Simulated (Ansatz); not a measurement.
Molecule: C$_{2}$H$_{5}$F$_{2}$Si, charge -1, multiplicity 1. It need not be the lowest isomer of its formula. Whether it binds its extra electron was not tested at this geometry. 
Geometry from a B3LYP-D3(BJ)/def2-TZVP (Ansatz, a program for electronic structure) optimisation:
```xyz
10

Si    -0.1412    -0.0432     0.0132
F      0.0752     1.1951     1.0741
F      0.0015     0.6558    -1.4689
C     -1.6341    -0.8976     0.2377
C      1.5798    -0.8462     0.1337
H     -2.0570    -1.0664     1.2230
H     -2.1090    -1.4465    -0.5693
H      1.7163    -1.2892     1.1245
H      1.6664    -1.6546    -0.5982
H      2.3956    -0.1347    -0.0409
```
Charge -1, spin multiplicity 1.

Total electronic energies in hartree. Correlated levels leave the core frozen unless marked. No spin-orbit coupling. No relativistic terms. CBS(X,Y): correlation extrapolated as X^-3; Hartree-Fock from the larger set.

```json
[
 {"level": "HF/6-31G", "program": "Ansatz", "energy (Eh)": "-566.41104"},
 {"level": "HF/6-31G*", "program": "Ansatz", "energy (Eh)": "-566.53832"},
 {"level": "HF/cc-pV(D+d)Z", "program": "Ansatz", "energy (Eh)": "-566.57578"},
 {"level": "RI-HF/aug-cc-pV(T+d)Z", "program": "Ansatz", "energy (Eh)": "-566.71193"},
 {"level": "RI-HF/cc-pV(T+d)Z", "program": "Ansatz", "energy (Eh)": "-566.70022"},
 {"level": "PBE/def2-TZVPD", "program": "Ansatz", "energy (Eh)": "-568.23122"},
 {"level": "BLYP/def2-TZVPD", "program": "Ansatz", "energy (Eh)": "-568.62151"},
 {"level": "PBE0/def2-SVP", "program": "Ansatz", "energy (Eh)": "-567.80359"},
 {"level": "BHLYP/def2-TZVPD", "program": "Ansatz", "energy (Eh)": "-568.56099"},
 {"level": "r2SCAN0-D4/def2-TZVPD", "program": "Ansatz + dftd4", "energy (Eh)": "-568.49332"},
 {"level": "CAM-B3LYP/def2-TZVPD", "program": "Ansatz", "energy (Eh)": "-568.60645"},
 {"level": "wB97M-V/def2-TZVPD", "program": "Ansatz", "energy (Eh)": "-568.57522"},
 {"level": "wB97X-V/def2-TZVPD", "program": "Ansatz", "energy (Eh)": "-568.54760"},
 {"level": "B2PLYP-D4/def2-TZVPD", "program": "Ansatz + dftd4", "energy (Eh)": "-568.39063"},
 {"level": "MP2/cc-pV(Q+d)Z", "program": "Ansatz", "energy (Eh)": "-567.80389"},
 {"level": "SCS-MP2/cc-pV(5+d)Z", "program": "Ansatz", "energy (Eh)": "-567.84244"},
 {"level": "CCSD/cc-pV(D+d)Z", "program": "Ansatz", "energy (Eh)": "-567.37751"},
 {"level": "CCSD/cc-pV(T+d)Z", "program": "Ansatz", "energy (Eh)": "-567.71725"},
 {"level": "CCSD/CBS(aug-cc-pV(T+d)Z,aug-cc-pV(Q+d)Z)", "program": "Ansatz", "energy (Eh)": "-567.8791"},
 {"level": "CCSD(T)/STO-3G", "program": "Ansatz", "energy (Eh)": "-559.42642"},
 {"level": "CCSD(T)/6-31G*", "program": "Ansatz", "energy (Eh)": "-567.28276"},
 {"level": "CCSD(T)/aug-cc-pV(Q+d)Z", "program": "Ansatz", "energy (Eh)": "-567.87781"},
 {"level": "CCSD(T)/CBS(aug-cc-pV(T+d)Z,aug-cc-pV(Q+d)Z)", "program": "Ansatz", "energy (Eh)": "-567.9235"}
]
```

Totals of different functionals don't rank their quality; only differences between species are comparable.
